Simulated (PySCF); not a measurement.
## Electronic structure of Li- (lithium, charge -1) at the PBE0 level

Configuration: [He] 2s2, closed-shell 1S. Calculation: PySCF 2.14, in dyall-acv3z (15s9p3d, 57 functions); no relativity, point nucleus.

| Quantity | Value |
| --- | --- |
| Total energy | -7.4853 hartree |
| One-electron energy | -10.2221 hartree |
| Hartree (Coulomb) energy | 4.6229 hartree |
| Exchange-correlation energy | -1.8861 hartree |
| Kinetic energy | 7.42729 hartree |
| ⟨S²⟩ | 0.0000 |
| ⟨L²⟩ | 0.000 |
| Sum of ⟨r⟩ | 12.01 bohr |
| Sum of ⟨r²⟩ | 77.54 bohr² |
| Density at the nucleus (Gaussians lack the cusp) | 13.8 bohr⁻³ |
| Langevin diamagnetic susceptibility | -61.4 ×10⁻⁶ cm³/mol |

```csv
shell,electrons,mean orbital energy (hartree),"rms radius, mean of both spins (bohr)"
1s,2,-1.87786,0.678
2s,2,0.01703,6.19
```

At PBE0 the highest occupied level has a positive energy, so only the finite basis holds that electron; in a semilocal or global hybrid functional this comes from self-interaction and does not mean that the real anion is unbound.
